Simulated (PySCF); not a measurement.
Computed structure and properties of [Ce(NH3)3]3+

System: [Ce(NH3)3]3+ (singlet in the valence; each metal's 4f electrons, 1 of them, lie in its core potential, out of spins and levels); start: displaced along the imaginary mode (C3). Method: PySCF 2.14.0, RKS PBE0, Ce lcecp-1-SVP with ECP47, N def2-SVP, H def2-SVP; non-relativistic Hamiltonian with scalar-relativistic core potentials where named; density fitting; no spin-orbit coupling.

Input of the relaxation:

```python
mol = gto.M(atom='''
Ce    -0.00000     0.00000     0.00874
N      2.54048     0.00099    -0.02336
H      2.99648    -0.27361     0.89304
H      2.98147    -0.66120    -0.72294
H      2.98942     0.93410    -0.25000
N     -1.27109     2.19962    -0.02336
H     -1.26128     2.73183     0.89304
H     -0.91812     2.91263    -0.72294
H     -2.30366     2.12186    -0.25000
N     -1.26938    -2.20061    -0.02336
H     -1.73520    -2.45822     0.89304
H     -2.06335    -2.25143    -0.72294
H     -0.68575    -3.05596    -0.25000''',
    basis={'Ce': 'lcecp-1-SVP', 'N': 'def2-SVP', 'H': 'def2-SVP'},
    ecp={'Ce': 'lcecp-1-SVP'},
    charge=3, spin=0)
mf = dft.RKS(mol, xc='PBE0')
mf.grids.atom_grid = (50, 194)  # f atoms: unpruned, at least (60, 302)
mf = mf.density_fit()  # fitting sets: Ce AutoAux, N def2-universal-JKFIT, H def2-universal-JKFIT
mf.conv_tol = 1e-08; mf.max_cycle = 55
mf.kernel(dm0)  # dm0: converged density of the start geometry
# quasi-Newton relaxation in Cartesian coordinates to a largest gradient under 0.00045 Eh/bohr, steps kept in the point group
```

Run from Python with OMP_NUM_THREADS=2; the lines above give its settings. Where DIIS fails, smearing, a level shift and second-order steps follow.
It took 5.3 min on 2 threads of Intel(R) Xeon(R) Processor @ 2.50GHz (Skylake/Cascade Lake) (shared host), from the converged density of the start.

Course of the relaxation:

```json
{"step": "0", "energy above end (eV)": "0.1365", "largest force component within the symmetry (eV/Å)": "0.910"}
{"step": "1", "energy above end (eV)": "0.0292", "largest force component within the symmetry (eV/Å)": "0.033"}
{"step": "2", "energy above end (eV)": "0.0289", "largest force component within the symmetry (eV/Å)": "0.009"}
{"step": "3", "energy above end (eV)": "0.0288", "largest force component within the symmetry (eV/Å)": "0.010"}
{"step": "4", "energy above end (eV)": "0.0285", "largest force component within the symmetry (eV/Å)": "0.026"}
{"step": "5", "energy above end (eV)": "0.0262", "largest force component within the symmetry (eV/Å)": "0.088"}
{"step": "6", "energy above end (eV)": "0.0236", "largest force component within the symmetry (eV/Å)": "0.176"}
{"step": "7", "energy above end (eV)": "0.0161", "largest force component within the symmetry (eV/Å)": "0.148"}
{"step": "13", "energy above end (eV)": "0.0013", "largest force component within the symmetry (eV/Å)": "0.076"}
{"step": "14", "energy above end (eV)": "0.0008", "largest force component within the symmetry (eV/Å)": "0.041"}
{"step": "15", "energy above end (eV)": "0.0005", "largest force component within the symmetry (eV/Å)": "0.030"}
{"step": "16", "energy above end (eV)": "0.0002", "largest force component within the symmetry (eV/Å)": "0.023"}
{"step": "17", "energy above end (eV)": "0.0000", "largest force component within the symmetry (eV/Å)": "0.009"}
{"step": "18", "energy above end (eV)": "0.0000", "largest force component within the symmetry (eV/Å)": "0.002"}
```
(The steps between are left out.)

Relaxed geometry (C3):

```xyz
13

Ce    0.0000    0.0000    0.7514
N     2.4220   -0.0008    0.0059
H     3.1048   -0.2563    0.7427
H     2.6658   -0.6504   -0.7630
H     2.7879    0.9056   -0.3363
N    -1.2103    2.0979    0.0059
H    -1.3304    2.8170    0.7427
H    -0.7696    2.6339   -0.7630
H    -2.1782    1.9616   -0.3363
N    -1.2117   -2.0971    0.0059
H    -1.7744   -2.5607    0.7427
H    -1.8962   -1.9834   -0.7630
H    -0.6097   -2.8672   -0.3363
```

```tsv
contact	Å
Ce1–N2 (NH3)	2.534
Ce1–N6 (NH3)	2.534
Ce1–N10 (NH3)	2.534
```

On the finer grid (75, 302):

| Item | Value |
| --- | --- |
| HOMO | -23.97 eV |
| LUMO | -16.07 eV |
| Dipole about the centre of mass | 2.06 D |
| Set of Mulliken populations of Ce1 outside the core potential | s 2.16, p 6.12, d 0.75, f 0.03 |
| D3(BJ) dispersion energy (not in the energies) | -0.197 eV |

| atom | Mulliken (e) | Löwdin (e) | spin (e) |
| --- | --- | --- | --- |
| Ce1 | 1.93 | 1.66 | 0.00 |
| N2 | -0.40 | -0.04 | 0.00 |
| H3 | 0.25 | 0.16 | 0.00 |
| H4 | 0.25 | 0.16 | 0.00 |
| H5 | 0.25 | 0.16 | 0.00 |
| N6 | -0.40 | -0.04 | 0.00 |
| H7 | 0.25 | 0.16 | 0.00 |
| H8 | 0.25 | 0.16 | 0.00 |
| H9 | 0.25 | 0.16 | 0.00 |
| N10 | -0.40 | -0.04 | 0.00 |
| H11 | 0.25 | 0.16 | 0.00 |
| H12 | 0.25 | 0.16 | 0.00 |
| H13 | 0.25 | 0.16 | 0.00 |

The 4f levels lie in the core potential and are missing. Their spin isn't counted.

No frequency check is given for this geometry.

Taking off one NH3 (charge 0, singlet; the rest: singlet) in vacuum, both parts rigid, costs 3.67 eV; the small basis without counterpoise inflates it. Parting with an electron moved from the ligand to the metal can be far cheaper, even downhill.

Rigid scan of NH3 along the line from its metal:

distance to N2 (Å), energy (eV) and a bar:
```
     2.23      0.437 ##############################
     2.33      0.170 ############
     2.43      0.037 ###
     2.53      0.000 
     2.63      0.030 ##
     2.73      0.105 #######
     2.93      0.337 #######################
```

One start shape was tried, so this needn't be the lowest isomer.

An lcecp potential fixes the number of 4f electrons, so in runs with it no electron can move into or out of that shell.
